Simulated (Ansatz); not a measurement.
Basis-set extrapolation for C₆H₁₁BO₃, SMILES `CC1=CC(C)=[O+][B-](C)(O)O1` (PBE0-D4/def2-TZVP geometry, frozen core, Ansatz 0.2.0). Multiplicity 1, RHF reference.

|  | def2-TZVPP | def2-QZVPP |
| --- | --- | --- |
| HF | -483.201823 | -483.223313 |
| MP2 correlation | -1.796216 | -1.922087 |
| CCSD(T) correlation | -1.927946 | not run |

Energies in hartree. Use E(X) = E(∞) + A·exp(−7.88·√X) for Hartree–Fock and E(X) = E(∞) + B·X^(−2.97) for correlation, with X = 3 and 4, and add CCSD(T) minus MP2 of the smaller set to the MP2 limit.

Task: What is the CCSD(T) energy at the basis-set limit?

Result: HF limit: -483.223313 + (-0.021490) × 0.13774 = -483.22627. MP2 limit: -1.922087 + (-0.125871) × 0.74074 = -2.01532. Higher-order term: -1.927946 − (-1.796216) = -0.13173. Total: -485.37332 hartree, 6.63 eV below CCSD(T)/def2-TZVPP.
